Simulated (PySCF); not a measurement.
Sr²⁺ (strontium, charge +2) across methods

[Kr], closed-shell 1S. Calculation: PySCF 2.14, in aug-cc-pwCVTZ-X2C (10s9p7d3f, 93 functions); the spin-free X2C one-electron Hamiltonian (Gaussian nucleus).

```csv
method,E (hartree),mean ε 3d (eV),mean ε 4s (eV),mean ε 4p (eV),Σ⟨r²⟩ (bohr²),⟨S²⟩
PBE0,-3178.35,-148.50,-57.917,-38.460,26.20,0.000
UHF,-3176.79538,-165.58,-66.231,-43.051,26.32,0.000
LDA,-3174.49,-142.71,-54.843,-36.661,26.23,0.000
wB97X-V,-3178.44,-150.16,-60.615,-41.024,26.23,0.000
r2SCAN,-3178.65,-144.21,-55.927,-37.118,26.16,0.000
LC-wPBE,-3178.32,-148.19,-60.881,-41.440,26.20,0.000
PBE,-3178.27,-142.36,-54.701,-36.513,26.23,0.000
wB97M-V,-3178.43,-150.66,-60.521,-40.889,26.28,0.000
```
